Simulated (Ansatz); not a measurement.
Computed with Ansatz on PBE0-D4/def2-TZVP structures; ΔE is electronic, products minus reactants. CCSD(T)/CBS is the MP2 limit (def2-TZVPP, def2-QZVPP) plus CCSD(T) − MP2 in def2-TZVPP, frozen cores. This one scheme is used for every species, atoms too. DFT in def2-TZVPP. No spin–orbit coupling; open shells (•) take unrestricted orbitals. Spin–orbit coupling would lower the free atoms: a little for B, C; clearly for Br. For Br outer-core shells are correlated without core-valence functions, so the limit isn't a true one: a few kJ/mol of doubt a bond, and 10 to 20 or more in all where bonds break to atoms. Scalar relativity is left out up to krypton. One conformer a species, not always the lowest.

Consider the atomization: `NCBBr` → B• + Br• + C• + 5 H• + N•.

Problem. What is ΔE at CCSD(T)/CBS? (Estimate.)

Solution. Ansatz gave: +3158.6 kJ/mol.

Problem. What do these levels give: PBE, PBE0, HF/def2-TZVPP, SCS-MP2/def2-TZVPP, HF/def2-QZVPP, MP2/def2-QZVPP? (Estimate.)

Solution. Ansatz gave: PBE 3222.8, PBE0 3171.6, HF/def2-TZVPP 2293.5, SCS-MP2/def2-TZVPP 3109.6, HF/def2-QZVPP 2296.4, MP2/def2-QZVPP 3172.5 kJ/mol.

Largest T1 diagnostic among the species: 0.014.

In def2-TZVPP, CCSD(T) changes the Hartree–Fock value by +777.5 kJ/mol (the triples alone add +46.2 kJ/mol) and MP2 by +827.8 kJ/mol; breaking electron pairs costs correlation energy, which Hartree–Fock lacks. The D4 term adds +26.2 kJ/mol with B3LYP and +13.6 kJ/mol with PBE0; it sums over pairs of atoms, weighted by their polarisabilities, and B3LYP, whose exchange is more repulsive, gets the larger term. From PBE to PBE0 (25 % exact exchange), in def2-TZVPP and without D4, ΔE moves by −51.1 kJ/mol: exact exchange takes away binding that semilocal exchange gives to molecules.

B3LYP here is the variant with VWN-RPA as its local correlation; programs differ in this.

For atomizations the MP2-based limit and the directly extrapolated one differ by several kJ/mol either way, and by 10 to 25 for some Ge, Se and Sn compounds, so smaller differences from it don't rank the levels.
